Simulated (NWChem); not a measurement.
All runs are NWChem calculations. System: AgF, charge 0, spin multiplicity 1, at a geometry optimised with PBE0/def2-SVP with def2 effective core potentials on Ag. The structure started from a generated list of species.

Input file:

```
start mol
memory heap 200 mb stack 700 mb global 1700 mb
geometry units angstroms nocenter noautoz
  Ag     0.000000     0.000000    -0.317217
  F      0.000000     0.000000     1.656577
  symmetry group C2v
end
basis spherical
  * library def2-qzvp
end
ecp
  Ag library def2-ecp
end
basis "ri basis" bse spherical
  * library def2-qzvp-rifit
end
dft
  xc pbe0
  iterations 100
  direct
  tolerances tight
end
task dft energy
gw
  states alpha occ 4 vir 2
end
task dft gw
```

The output up to the point where the run's verdict is printed (cleaned and shortened):

```
             Northwest Computational Chemistry Package (NWChem) 7.3.0
             --------------------------------------------------------

                                NWChem Input Module
                                -------------------

 Scaling coordinates for geometry "geometry" by  1.889725989
 (inverse scale =  0.529177249)

 Turning off AUTOSYM since
 SYMMETRY directive was detected!

                             Geometry "geometry" -> ""
                             -------------------------

 Output coordinates in angstroms (scale by  1.889725989 to convert to a.u.)

  No.       Tag          Charge          X              Y              Z
 ---- ---------------- ---------- -------------- -------------- --------------
    1 Ag                  47.0000     0.00000000     0.00000000    -0.31721700
    2 F                    9.0000     0.00000000     0.00000000     1.65657700

 Effective nuclear repulsion energy (a.u.)     113.4069595545

            Nuclear Dipole moment (a.u.)
            ----------------------------
        X                 Y               Z
 ---------------- ---------------- ----------------
     0.0000000000     0.0000000000    -0.0000113384

      Symmetry information
      --------------------

 Group name             C2v
 Group number             16
 Group order               4
 No. of unique centers     2

      Symmetry unique atoms

     1    2


 Summary of "ao basis" -> "" (spherical)
 ------------------------------------------------------------------------------
       Tag                 Description            Shells   Functions and Types
 ---------------- ------------------------------  ------  ---------------------
 *                         def2-qzvp                  on all atoms

 Summary of "ri basis" -> "" (spherical)
 ------------------------------------------------------------------------------
       Tag                 Description            Shells   Functions and Types
 ---------------- ------------------------------  ------  ---------------------
 *                      def2-qzvp-rifit               on all atoms
[...]
     5     -0.226949  1 Ag s                 88      0.225269  2 F  pz
     3      0.193655  1 Ag s                 35      0.156957  1 Ag d  0
    91      0.144712  2 F  pz                 6     -0.123486  1 Ag s

 Vector   15  Occ=0.000000D+00  E=-1.169901D-01  Symmetry=a1
              MO Center= -1.4D-13, -3.0D-14, -9.5D-01, r^2= 3.6D+00
   Bfn.  Coefficient  Atom+Function         Bfn.  Coefficient  Atom+Function
  ----- ------------  ---------------      ----- ------------  ---------------
     6      0.430958  1 Ag s                  7      0.384187  1 Ag s
     3     -0.283109  1 Ag s                  5      0.260521  1 Ag s
    19     -0.251186  1 Ag pz                 4     -0.208410  1 Ag s
     2      0.144660  1 Ag s                 16     -0.133241  1 Ag pz
    82      0.115391  2 F  pz                10      0.112996  1 Ag pz

 Vector   16  Occ=0.000000D+00  E=-2.375759D-03  Symmetry=b2
              MO Center= -2.5D-15,  1.7D-14, -4.5D-01, r^2= 1.0D+01
   Bfn.  Coefficient  Atom+Function         Bfn.  Coefficient  Atom+Function
  ----- ------------  ---------------      ----- ------------  ---------------
    21      0.628806  1 Ag py                18      0.414020  1 Ag py
    15      0.160107  1 Ag py                 9     -0.127389  1 Ag py
    90     -0.092431  2 F  py                39     -0.073441  1 Ag d -1
    12     -0.072771  1 Ag py                84     -0.061604  2 F  py
    81     -0.060034  2 F  py                24      0.041006  1 Ag d -1

 Vector   17  Occ=0.000000D+00  E=-2.375759D-03  Symmetry=b1
              MO Center=  1.0D-13, -5.9D-15, -4.5D-01, r^2= 1.0D+01
   Bfn.  Coefficient  Atom+Function         Bfn.  Coefficient  Atom+Function
  ----- ------------  ---------------      ----- ------------  ---------------
    20      0.628806  1 Ag px                17      0.414020  1 Ag px
    14      0.160107  1 Ag px                 8     -0.127389  1 Ag px
    89     -0.092431  2 F  px                41      0.073441  1 Ag d  1
    11     -0.072771  1 Ag px                83     -0.061604  2 F  px
    80     -0.060034  2 F  px                26     -0.041006  1 Ag d  1

 center of mass
 --------------
 x =   0.00000000 y =   0.00000000 z =  -0.03661974

 moments of inertia (a.u.)
 ------------------
         224.428993828606           0.000000000000           0.000000000000
           0.000000000000         224.428993828606           0.000000000000
           0.000000000000           0.000000000000           0.000000000000

     Multipole analysis of the density
     ---------------------------------

     L   x y z        total         alpha         beta         nuclear
     -   - - -        -----         -----         ----         -------
     0   0 0 0     -0.000000    -14.000000    -14.000000     28.000000

     1   1 0 0      0.000000      0.000000      0.000000      0.000000
     1   0 1 0      0.000000      0.000000      0.000000      0.000000
     1   0 0 1     -2.230208     -9.507443     -9.507443     16.784679

     2   2 0 0    -16.936506     -8.468253     -8.468253      0.000000
     2   1 1 0      0.000000      0.000000      0.000000      0.000000
     2   1 0 1     -0.000000     -0.000000     -0.000000      0.000000
     2   0 2 0    -16.936506     -8.468253     -8.468253      0.000000
     2   0 1 1     -0.000000     -0.000000     -0.000000      0.000000
     2   0 0 2    -21.176122    -58.101308    -58.101308     95.026493

 Task  times  cpu:       13.9s     wall:       13.9s

                                NWChem Input Module
                                -------------------

                                 NWChem GW Module
                                 ----------------

                             ***********************
                             ***        GW       ***
                             ***********************

  bas_tag_lib: failed to locate basis ag_def2-qzvp-rifit in file libraries.bse/
```

The run crashed. NWChem stopped with the message: bas_tag_lib: no such basis available.
